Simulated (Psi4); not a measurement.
C$_{2}$H$_{11}$NP$_{2}$Si, singlet, geometry from GFN2-xTB; PBE/def2-SVP (Psi4).

Here is a job for Psi4.
```
memory 2 GB

molecule mol {
0 1
Si    0.212574    0.068180   -0.566335
P     1.657348   -1.585933   -0.060103
P     0.763549    2.115680    0.200080
N    -1.253667   -0.317889    0.239237
C    -2.304801    0.656047    0.391154
C    -1.732156   -1.675285    0.308144
H     0.142560    0.052801   -2.051019
H     2.784751   -0.849049   -0.363267
H     1.746138   -1.270745    1.282986
H     0.287741    2.787164   -0.911588
H     2.048998    2.076726   -0.306204
H    -2.840145    0.479563    1.327134
H    -3.024775    0.607853   -0.433893
H    -1.872539    1.655680    0.419846
H    -2.239035   -1.841795    1.262023
H    -0.889359   -2.360660    0.233785
H    -2.436417   -1.897606   -0.501222
}

set {
  basis def2-svp
  reference rks
}

energy('pbe')
print_variables()
```

The log (banner, timings and long lists left out):

```
   => Loading Basis Set <=

    Name: DEF2-SVP
    Role: ORBITAL
    Keyword: BASIS

         ---------------------------------------------------------
                                   SCF
               by Justin Turney, Rob Parrish, Andy Simmonett
                          and Daniel G. A. Smith
                              RKS Reference
         ---------------------------------------------------------

  ==> Geometry <==

    Molecular point group: c1
    Full point group: C1

    Geometry (in Angstrom), charge = 0, multiplicity = 1:

       Center              X                  Y                   Z               Mass
    ------------   -----------------  -----------------  -----------------  -----------------
         SI           0.150770973776     0.060490143705    -0.567710317990    27.976926534650
         P            1.595544973776    -1.593622856295    -0.061478317990    30.973761998420
         P            0.701745973776     2.107990143705     0.198704682010    30.973761998420
         N           -1.315470026224    -0.325578856295     0.237861682010    14.003074004430
         C           -2.366604026224     0.648357143705     0.389778682010    12.000000000000
         C           -1.793959026224    -1.682974856295     0.306768682010    12.000000000000
         H            0.080756973776     0.045111143705    -2.052394317990     1.007825032230
         H            2.722947973776    -0.856738856295    -0.364642317990     1.007825032230
         H            1.684334973776    -1.278434856295     1.281610682010     1.007825032230
         H            0.225937973776     2.779474143705    -0.912963317990     1.007825032230
         H            1.987194973776     2.069036143705    -0.307579317990     1.007825032230
         H           -2.901948026224     0.471873143705     1.325758682010     1.007825032230
         H           -3.086578026224     0.600163143705    -0.435268317990     1.007825032230
         H           -1.934342026224     1.647990143705     0.418470682010     1.007825032230
         H           -2.300838026224    -1.849484856295     1.260647682010     1.007825032230
         H           -0.951162026224    -2.368349856295     0.232409682010     1.007825032230
         H           -2.498220026224    -1.905295856295    -0.502597317990     1.007825032230

  Running in c1 symmetry.

  Rotational constants: A =      0.05674  B =      0.05422  C =      0.02987 [cm^-1]
[...]
   @DF-RKS iter   5: -1108.71986306748886   -8.57738e-03   3.73656e-04 DIIS/ADIIS
   @DF-RKS iter   6: -1108.72155800413043   -1.69494e-03   5.75081e-05 DIIS
   @DF-RKS iter   7: -1108.72160368445657   -4.56803e-05   2.01534e-05 DIIS
   @DF-RKS iter   8: -1108.72161024937077   -6.56491e-06   5.45458e-06 DIIS
   @DF-RKS iter   9: -1108.72161071037181   -4.61001e-07   1.86180e-06 DIIS
   @DF-RKS iter  10: -1108.72161076628436   -5.59126e-08   3.12116e-07 DIIS
  Energy and wave function converged.

  ==> Post-Iterations <==

   Electrons on quadrature grid:
      Ntotal   =   74.0000780725 ; deviation = 7.807e-05

    Orbital Energies [Eh]
    ---------------------

    Doubly Occupied:

[...]
      37A     -0.184129

    Virtual:

[...]
    Final Occupation by Irrep:
              A
    DOCC [    37 ]
    NA   [    37 ]
    NB   [    37 ]

  @DF-RKS Final Energy: -1108.72161076628436

   => Energetics <=

    Nuclear Repulsion Energy =            460.0306840591121045
    One-Electron Energy =               -2444.9410628194455057
    Two-Electron Energy =                 964.8494333876095652
    DFT Exchange-Correlation Energy =     -88.6606653935603504
    Empirical Dispersion Energy =           0.0000000000000000
    VV10 Nonlocal Energy =                  0.0000000000000000
    Total Energy =                      -1108.7216107662843569

Computation Completed

Properties will be evaluated at   0.000000,   0.000000,   0.000000 [a0]

Properties computed using the SCF density matrix

 Multipole Moments:

 ------------------------------------------------------------------------------------
     Multipole            Electronic (a.u.)      Nuclear  (a.u.)        Total (a.u.)
 ------------------------------------------------------------------------------------

 L = 1.  Multiply by 2.5417464519 to convert [e a0] to [Debye]
 Dipole X            :          8.3595277           -8.6425225           -0.2829948
 Dipole Y            :          1.1863115           -1.0753361            0.1109754
 Dipole Z            :          0.1173220           -0.1923373           -0.0750153
 Magnitude           :                                                    0.3130957

 ------------------------------------------------------------------------------------

  Variable Map:
  ----------------------------------------------------------------------------
[...]
  Array Variable Map:
  ----------------------------------------------------------------------------
[...]
[...]
```
